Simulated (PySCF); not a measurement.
O2, charge +1, doublet, geometry from GFN2-xTB (a state made from the parent by changing its charge; the spin is typed, not shown lowest); PySCF with BHANDHLYP/def2-SV(P).

The PySCF input:
```python
from pyscf import gto, scf, dft

mol = gto.Mole()
mol.atom = '''
    O    -0.00000000   -0.00000000   -0.54957278
    O     0.00000000    0.00000000    0.54957278
'''
mol.basis = 'def2-sv(p)'
mol.charge = 1
mol.spin = 1
mol.verbose = 4
mol.build()

mf = dft.UKS(mol)
mf.xc = 'bhandhlyp'
mf.kernel()
```

Task: What does PySCF print? Leave out banner, timings and long lists.

Result: 
```
PySCF version 2.14.0

[INPUT] verbose = 4
[INPUT] num. atoms = 2
[INPUT] num. electrons = 15
[INPUT] charge = 1
[INPUT] spin (= nelec alpha-beta = 2S) = 1
[INPUT] symmetry False subgroup None
[INPUT] Mole.unit = angstrom
[INPUT] Symbol           X                Y                Z      unit          X                Y                Z       unit  Magmom
[INPUT]  1 O      0.000000000000   0.000000000000  -0.549572780000 AA    0.000000000000   0.000000000000  -1.038542039716 Bohr   0.0
[INPUT]  2 O      0.000000000000   0.000000000000   0.549572780000 AA    0.000000000000   0.000000000000   1.038542039716 Bohr   0.0

nuclear repulsion = 30.8124262439635
number of shells = 12
number of NR pGTOs = 48
number of NR cGTOs = 28
basis = def2-sv(p)
ecp = {}

******** <class 'pyscf.dft.uks.UKS'> ********
method = UKS
initial guess = minao
damping factor = 0
level_shift factor = 0
DIIS = <class 'pyscf.scf.diis.CDIIS'>
diis_start_cycle = 1
diis_space = 8
diis_damp = 0
SCF conv_tol = 1e-09
SCF conv_tol_grad = None
SCF max_cycles = 50
direct_scf = True
direct_scf_tol = 1e-13
number electrons alpha = 8  beta = 7
XC library pyscf.dft.libxc version 7.1.2
    S. Lehtola, C. Steigemann, M. J. T. Oliveira, and M. A. L. Marques,  SoftwareX 7, 1–5 (2018)
XC functionals = bhandhlyp
    A. D. Becke,  J. Chem. Phys. 98, 1372 (1993)
    Defined through Gaussian implementation.
radial grids:
    Treutler-Ahlrichs [JCP 102, 346 (1995); DOI:10.1063/1.469408] (M4) radial grids

becke partition: Becke, JCP 88, 2547 (1988); DOI:10.1063/1.454033
pruning grids: <function nwchem_prune>
grids dens level: 3
symmetrized grids: False
atomic radii adjust function: <function treutler_atomic_radii_adjust>
small_rho_cutoff = 0
Set gradient conv threshold to 3.16228e-05
tot grids = 28168
init E= -150.532201051396

cycle= 1 E= -149.595499141849  delta_E= 0.937  |g|= 0.415  |ddm|= 1.39
cycle= 2 E= -149.651034573137  delta_E= -0.0555  |g|= 0.168  |ddm|= 0.437
cycle= 3 E= -149.661966080681  delta_E= -0.0109  |g|= 0.0109  |ddm|= 0.136
cycle= 4 E= -149.662051212781  delta_E= -8.51e-05  |g|= 0.00171  |ddm|= 0.015
cycle= 5 E= -149.662053023961  delta_E= -1.81e-06  |g|= 0.000294  |ddm|= 0.00212
cycle= 6 E= -149.662053080086  delta_E= -5.61e-08  |g|= 2.52e-05  |ddm|= 0.000511
cycle= 7 E= -149.662053080487  delta_E= -4.01e-10  |g|= 1.79e-06  |ddm|= 3.45e-05
Extra cycle  E= -149.662053080489  delta_E= -1.99e-12  |g|= 4e-07  |ddm|= 3.01e-06
converged SCF energy = -149.662053080489  <S^2> = 0.75448408  2S+1 = 2.0044791
```
